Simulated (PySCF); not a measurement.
# Bromine: a sound run and one with changed settings

Sound run: Br⁺ [Ar] 3d10 4s2 4p4, Br²⁺ [Ar] 3d10 4s2 4p3. Calculation: PySCF 2.14, in jorge-DZP-DKH (8s6p2d1f, 43 functions); the spin-free X2C one-electron Hamiltonian (Gaussian nucleus). In the sound run the correlated levels freeze [Ar] 3d10. The sound run starts from symmetry-adapted Hartree-Fock orbitals and uses a fine grid where one is needed.

Changed run: all electrons correlated in a basis built for the valence shell.

```json
{"species": "Br⁺", "method": "MP2", "sound run (hartree)": "-2603.90941", "changed run (hartree)": "-2604.49876", "converged": "yes"}
{"species": "Br²⁺", "method": "MP2", "sound run (hartree)": "-2603.16004", "changed run (hartree)": "-2603.74771", "converged": "yes"}
```

Ionisation energy of Br⁺:

```
 method  sound run (eV)  changed run (eV)
    UHF          20.230            20.230
    MP2          20.391            20.437
SCS-MP2          20.399            20.428
```

A valence basis has no tight correlating functions, so it recovers only part of the core correlation, and not evenly between atom and ion.

For comparison, NIST gives 21.591 eV between the lowest levels.
